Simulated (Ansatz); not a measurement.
`CS[Si](F)(F)Cl` + HCl → `CS[Si](F)(Cl)Cl` + H–F  (ligand exchange at the Si–F bond)

Program: Ansatz. Geometries: PBE0-D4/def2-TZVP. ΔE: electronic, gas phase. CCSD(T)/CBS adds triple-zeta CCSD(T) − MP2 to the extrapolated MP2 energy (def2 sets, frozen cores). This one scheme is used for every species. DFT in def2-TZVPP. B3LYP here is the variant with VWN-RPA as its local correlation; programs differ in this. One conformer a species, not always the lowest.

```
             level  ΔE (kJ/mol)
         r2SCAN-D4         50.2
            revPBE         45.0
            r2SCAN         51.4
             B3LYP         57.9
           r2SCAN0         50.4
           LC-ωPBE         50.8
    MP2/def2-TZVPP         43.4
SCS-MP2/def2-QZVPP         48.3
```

Q: What does CCSD(T)/CBS give? (Estimate.)

A: Ansatz gave: +46.0 kJ/mol. The listed levels differ from it by 4.2, -1.0, 5.4, 11.9, 4.4, 4.8, -2.6, 2.3 kJ/mol.

Largest T1 diagnostic among the species: 0.011.

Leaving LDA and LC-ωPBE aside and taking each functional with its dispersion term where it has one, the values, not all of them listed here, spread over 20.7 kJ/mol, from revPBE-D4 to CAM-B3LYP-D4. In def2-TZVPP, CCSD(T) changes the Hartree–Fock value by −15.5 kJ/mol (the triples alone add −3.5 kJ/mol) and MP2 by −23.7 kJ/mol. At CCSD(T), def2-SVP lies +3.0 kJ/mol from the extrapolated value and def2-TZVPP +5.6 kJ/mol.
